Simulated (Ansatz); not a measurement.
The pair A = HCl (SMILES Cl) (first 2 atoms), B = C2H4 (SMILES C=C); geometry from B3LYP-D3(BJ)/def2-TZVP.
(charge 0, multiplicity 1):
| atom | x (Å) | y (Å) | z (Å) |
|---|---|---|---|
| Cl | 0.3088 | -0.4808 | 0.0035 |
| H | 0.1925 | -0.2875 | 1.2773 |
| C | -0.5940 | 0.3638 | 3.4588 |
| C | 0.5624 | -0.2560 | 3.6597 |
| H | -1.5344 | -0.1739 | 3.4527 |
| H | -0.6456 | 1.4336 | 3.2966 |
| H | 1.5025 | 0.2822 | 3.6696 |
| H | 0.6137 | -1.3252 | 3.8259 |

Cores are frozen in the correlated methods. MP2 and its Hartree–Fock in aug-cc-pV(Q+d)Z, aug-cc-pV(T+d)Z are density fitted.

The values were computed with Ansatz (Gaussian basis) for Hartree–Fock, density functionals and correlated methods. Each number belongs to the level named beside it.

The counterpoise-corrected interaction energy is E(AB) − E(A in the pair's basis) − E(B in the pair's basis). Total energies (hartree):

```json
[
 {"level": "HF/aug-cc-pV(T+d)Z", "AB": "-538.1740732", "A in the pair's basis": "-460.1082498", "B in the pair's basis": "-78.0648945"},
 {"level": "MP2/aug-cc-pV(T+d)Z", "AB": "-538.7272216", "A in the pair's basis": "-460.3168728", "B in the pair's basis": "-78.4049115"},
 {"level": "HF/aug-cc-pV(Q+d)Z", "AB": "-538.1819576", "A in the pair's basis": "-460.1115448", "B in the pair's basis": "-78.0695118"},
 {"level": "MP2/aug-cc-pV(Q+d)Z", "AB": "-538.7705103", "A in the pair's basis": "-460.3371388", "B in the pair's basis": "-78.4276952"},
 {"level": "CCSD(T)/aug-cc-pV(T+d)Z", "AB": "-538.7944505", "A in the pair's basis": "-460.3459837", "B in the pair's basis": "-78.4440536"}
]
```

Q: Work out the counterpoise-corrected interaction energy at the basis-set limit: extrapolate the MP2 correlation part as X⁻³, take Hartree–Fock from the larger set, and add the CCSD(T) − MP2 difference of aug-cc-pV(T+d)Z.

A: 
1. Differences (1 hartree = 627.509 kcal/mol): HF/aug-cc-pV(T+d)Z -0.583; MP2/aug-cc-pV(T+d)Z -3.412; HF/aug-cc-pV(Q+d)Z -0.565; MP2/aug-cc-pV(Q+d)Z -3.562; CCSD(T)/aug-cc-pV(T+d)Z -2.769.
2. Correlation parts, MP2 less HF: -2.829 in aug-cc-pV(T+d)Z (X = 3), -2.997 in aug-cc-pV(Q+d)Z (X = 4).
3. Limit (4³·(-2.997) − 3³·(-2.829))/(4³ − 3³) = -3.119; with HF/aug-cc-pV(Q+d)Z it gives -3.684.
4. CCSD(T) less MP2 in aug-cc-pV(T+d)Z: 0.643.
Result: -3.04 kcal/mol, against -3.41 at MP2/aug-cc-pV(T+d)Z. It is an estimate of this method's limit, not of the exact value.

Ansatz is a program for electronic structure.
